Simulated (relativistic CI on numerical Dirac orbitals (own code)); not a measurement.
Computed by Dirac-Coulomb-Breit CI, orbitals from a KLI potential per configuration, QED by a radiative potential, unscaled Slater integrals (own radial code, finite nucleus).

The strongest absorption lines from the ground level of an ion, among the configurations computed and to levels below about 337 eV (vacuum wavelength in nm, gf): 7.1744 (0.89), 7.2771 (2.2), 7.4057 (0.84), 7.5122 (0.48), 9.1112 (0.14), 9.1604 (0.11), 9.4510 (0.078), 12.114 (0.061).

Question: Which ion is it?
A. Tc²⁴⁺
B. Y²²⁺
C. Tc²⁶⁺
D. Rh²⁸⁺

Answer: C. Tc²⁶⁺ has 17 electrons and the ground level 3s2 3p5 2P°_3/2; the strongest line goes to 3s2 3p4 3d 2D_5/2. The pattern of lines fixes the number of electrons, and along that sequence the line energies rise steadily with the charge (about as its square where n changes within one kind of shell, about linearly where n is kept but much faster in heavy ions where fine structure, which grows about as Z⁴, sets the gap, and irregularly where shells cross), which fixes Z. Configurations outside the model, such as inner-shell arrays, can give stronger lines. At this charge energies of transitions that change n are usually good to better than 1 %, and those within a shell (Δn = 0) to a few per cent.

LS names give the leading component of a level, which can be under half, so a name can repeat, a term be missing and a line seem to break the LS rules.
